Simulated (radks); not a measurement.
The numbers below are computed, except where a source is named.
Ionisation of neutral lithium, [He] 2s1, to Li+, [He], under several functionals. Non-relativistic Kohn-Sham, spin-polarised, spherical densities, point nucleus; open shells are filled with parallel spins first; a radial shooting solver on a logarithmic mesh with Libxc functionals. The NIST Atomic Spectra Database gives 5.392 eV (measured). Rank these functionals by the error of their Delta-SCF ionisation energy: BP86; exchange-only PBE; XLYP; MS2 meta-GGA; revPBE; LDA (Slater exchange, Perdew-Zunger correlation); AM05; exchange-only r2SCAN; OLYP; LDA (Slater exchange, Perdew-Wang correlation).

Answer. From best to worst: exchange-only PBE 5.407 eV (+0.015); AM05 5.453 eV (+0.062); LDA (Slater exchange, Perdew-Zunger correlation) 5.472 eV (+0.080); LDA (Slater exchange, Perdew-Wang correlation) 5.472 eV (+0.081); exchange-only r2SCAN 5.247 eV (-0.144); BP86 5.565 eV (+0.174); OLYP 5.576 eV (+0.184); XLYP 5.578 eV (+0.186); revPBE 5.608 eV (+0.217); MS2 meta-GGA 5.620 eV (+0.228).
